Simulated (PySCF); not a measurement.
## PySCF run on SnB

Input:

```python
from pyscf import gto, dft

mol = gto.M(
    atom='Sn 0 0 0; B 0 0 1.949',
    basis='sbkjc',
    ecp={'Sn': 'sbkjc', 'B': 'sbkjc'},
    charge=0,
    spin=3,
    verbose=4,
)
mf = dft.UKS(mol, xc='revtpss')
mf.kernel()
mf.mulliken_pop()
mf.dip_moment()
print('orbital energies (hartree):', [e[max(0, n-3):n+3].round(4) for e, n in zip(mf.mo_energy, mol.nelec)])
```

```bash
$ OMP_NUM_THREADS=1 python input.py
```

The log (some set-up lines and the per-cycle HOMO/LUMO lines with their warnings removed):

```
PySCF version 2.14.0

[INPUT] Symbol           X                Y                Z      unit          X                Y                Z       unit  Magmom
[INPUT]  1 Sn     0.000000000000   0.000000000000   0.000000000000 AA    0.000000000000   0.000000000000   0.000000000000 Bohr   0.0
[INPUT]  2 B      0.000000000000   0.000000000000   1.949000000000 AA    0.000000000000   0.000000000000   3.683076216777 Bohr   0.0

nuclear repulsion = 3.2581459882196
number of shells = 8
number of NR pGTOs = 36
number of NR cGTOs = 16
basis = sbkjc
ecp = {'Sn': 'sbkjc', 'B': 'sbkjc'}

******** <class 'pyscf.dft.uks.UKS'> ********
method = UKS
initial guess = minao
damping factor = 0
level_shift factor = 0
DIIS = <class 'pyscf.scf.diis.CDIIS'>
SCF conv_tol = 1e-09
SCF max_cycles = 50
number electrons alpha = 5  beta = 2
XC functionals = revtpss

grids dens level: 3
tot grids = 36008
init E= -5.78244295808558

cycle= 1 E= -6.00387432869877  delta_E= -0.221  |g|= 0.128  |ddm|= 1.59
cycle= 2 E= -5.96948894983948  delta_E= 0.0344  |g|= 0.234  |ddm|= 0.703
cycle= 3 E= -6.02897601930663  delta_E= -0.0595  |g|= 0.0543  |ddm|= 0.538
cycle= 4 E= -6.03315886538479  delta_E= -0.00418  |g|= 0.00878  |ddm|= 0.156
cycle= 5 E= -6.0333441188401  delta_E= -0.000185  |g|= 0.00135  |ddm|= 0.0435
cycle= 6 E= -6.03334636746304  delta_E= -2.25e-06  |g|= 0.000402  |ddm|= 0.00493
cycle= 7 E= -6.03334665792863  delta_E= -2.9e-07  |g|= 6.67e-05  |ddm|= 0.00173
cycle= 8 E= -6.03334666587032  delta_E= -7.94e-09  |g|= 8.18e-06  |ddm|= 0.000313
cycle= 9 E= -6.03334666595711  delta_E= -8.68e-11  |g|= 1.2e-06  |ddm|= 3.73e-05
Extra cycle  E= -6.0333466659514  delta_E= 5.71e-12  |g|= 2.44e-06  |ddm|= 6.39e-06
converged SCF energy = -6.0333466659514  <S^2> = 3.7530059  2S+1 = 4.0015027
 ** Mulliken pop       alpha | beta **
pop of  0 Sn 5s        0.83097 | 0.81776
pop of  0 Sn 6s        0.22052 | 0.15905
pop of  0 Sn 5px       0.44079 | 0.00000
pop of  0 Sn 5py       0.44079 | 0.00000
pop of  0 Sn 5pz       0.49763 | 0.35397
pop of  0 Sn 6px       0.06283 | -0.00000
pop of  0 Sn 6py       0.06283 | -0.00000
pop of  0 Sn 6pz       0.01291 | 0.03944
pop of  1 B 2s        0.68230 | 0.55540
pop of  1 B 3s        0.15105 | -0.01025
pop of  1 B 2px       0.35495 | -0.00000
pop of  1 B 2py       0.35495 | 0.00000
pop of  1 B 2pz       0.57872 | 0.10008
pop of  1 B 3px       0.14143 | 0.00000
pop of  1 B 3py       0.14143 | 0.00000
pop of  1 B 3pz       0.02591 | -0.01546
In total             5.00000 | 2.00000
 ** Mulliken atomic charges   ( Nelec_alpha | Nelec_beta ) **
charge of  0Sn =      0.06052  (     2.56926      1.37022 )
charge of  1B =     -0.06052  (     2.43074      0.62978 )
Dipole moment(X, Y, Z, Debye):  0.00000,  0.00000, -0.56854
orbital energies (hartree): [array([-0.2127, -0.2127, -0.1901, -0.0779, -0.0779,  0.0263]), array([-0.4621, -0.2545, -0.1273, -0.1273, -0.0803])]
```

In short: E(SCF) = -6.033347 Eh, 9 cycles, ⟨S²⟩ = 3.753, μz(SCF) = -0.57 D.

It ran on Arm Neoverse V2 (1 thread, shared host) in 1.6 s, peak memory 0.14 GiB.

The bond length is a typed value, not an optimised one. No search for the lowest solution was made.
